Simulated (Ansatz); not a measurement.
Reaction (substitution at a C–C bond): `CCCCCl` + `[SiH3][TeH]` → `[SiH3][Te]CCl` + `CCC`

Computed with Ansatz on PBE0-D4/def2-TZVP structures; ΔE is electronic, products minus reactants. CBS: MP2 limit from def2 TZ/QZ plus the TZ coupled-cluster correction, frozen cores. DFT in def2-TZVPP. B3LYP here is the variant with VWN-RPA as its local correlation; programs differ in this. Elements past krypton have def2 core potentials. For Te outer-core shells are correlated without core-valence functions, which leaves a few kJ/mol of doubt a bond. Each species was taken in one conformer, which may not be the lowest.

| level | ΔE (kJ/mol) | difference from CCSD(T)/CBS |
| --- | --- | --- |
| LDA (SPW92) | 27.7 | 12.7 |
| PBE-D4 | 13.3 | -1.7 |
| revPBE-D4 | 12.2 | -2.8 |
| B3LYP-D4 | 14.7 | -0.3 |
| B2PLYP | 16.2 | 1.2 |
| PBE-QIDH | 21.1 | 6.1 |
| PBE | 14.1 | -0.9 |
| B3LYP | 16.5 | 1.5 |
| r2SCANh | 20.3 | 5.3 |
| RPA@PBE/def2-TZVPP | 19.3 | 4.3 |
| CCSD/def2-SVP | 40.2 | 25.2 |
| CCSD/def2-TZVPP | 22.9 | 7.9 |
| CCSD(T)/def2-TZVPP | 20.3 | 5.3 |
| HF/def2-QZVPP | 28.9 | 13.9 |
| MP2/def2-QZVPP | 11.3 | -3.7 |
| HF/CBS(def2) | 28.8 | 13.8 |
| CCSD(T)/CBS | 15.0 | 0 |

Largest T1 diagnostic among the species: 0.011.

From r2SCAN to r2SCAN0 (25 % exact exchange), in def2-TZVPP and without D4, ΔE moves by +4.1 kJ/mol. In def2-TZVPP, CCSD(T) changes the Hartree–Fock value by −9.1 kJ/mol (the triples alone add −2.5 kJ/mol) and MP2 by −14.8 kJ/mol.
